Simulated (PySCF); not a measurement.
An unknown is described by computed data only.

Formula: C5H2F3NS.

- 1H NMR: chemical shifts (computed TMS as zero) by class: 8.05 (1 H), 7.29 (1 H) ppm [GIAO PBE0/pcSseg-1]
- Dipole: 2.18 D [PBE0/pcSseg-1]
- Rotational structure: rotational constants A, B, C: 2.444, 0.786, 0.595 GHz [GFN2-xTB]
- NMR, other nuclei: isotropic shieldings of nuclei other than C and H, by class: -79 (1 N), 264 (1 F), 267 (1 F), 371 (1 F), 231 (1 S) ppm [GIAO PBE0/pcSseg-1]
- 13C NMR: chemical shifts (computed TMS as zero) by class: 168.8 (1 C), 162.5 (1 C), 147.6 (1 C), 136.5 (1 C), 127.5 (1 C) ppm [GIAO PBE0/pcSseg-1]

Gas-phase values; electronic properties from PySCF, density fitting. Levels stand in brackets. Geometry: GFN2-xTB, one conformer, isolated molecule. NMR classes are plain means over equivalent atoms (diastereotopic ones count apart unless rotation or inversion swaps them), as if these changed places fast.

**Question.** Propose a structure and show how it fits.

**Answer.** Numbering: `[F:1][C:2]([F:3])=[C:4]([F:5])[c:6]1[n:7][cH:8][cH:9][s:10]1`. Its formula, C5H2F3NS, gives 4 degrees of unsaturation: 1 ring and 3 π bonds in the structure found (Kekulé form). 5 carbons fall into 5 classes; from least to most shielded: =CF2 carbon [C2] (168.8 ppm), substituted aromatic carbon [C6] (162.5 ppm), aromatic CH next to a ring nitrogen [C8] (147.6 ppm), vinylic C–F carbon [C4] (136.5 ppm), aromatic CH next to a ring sulfur [C9] (127.5 ppm). Hydrogen classes from least to most shielded: 1 H on an aromatic CH next to a ring nitrogen, C8 (8.05 ppm), 1 H on an aromatic CH next to a ring sulfur, C9 (7.29 ppm). The other shieldings belong to: -79 ppm, pyridine-type nitrogen [N7]; 264 ppm, vinyl fluorine [F3]; 267 ppm, vinyl fluorine [F1]; 371 ppm, vinyl fluorine [F5]; 231 ppm, thiophene-type sulfur [S10]. The optimised geometry has point group Cs and is an asymmetric top. Structure: `FC(F)=C(F)C1=NC=CS1`. Computed isomers that give other values at the same levels: `N#C[C@@]1(F)SC(F)=C[C@H]1F` (13C chemical shifts (computed TMS as zero) by class: 177.4 (1 C), 115.7 (1 C), 106.7 (1 C), 102.4 (1 C), 100.8 (1 C) ppm). The assignments are read from this structure; whether some other isomer fits the data as well wasn't checked.

The values belong to the conformer `[F:1][C:2]([F:3])=[C:4]([F:5])[c:6]1[n:7][cH:8][cH:9][s:10]1`: C2–C4–C6–N7 0°.
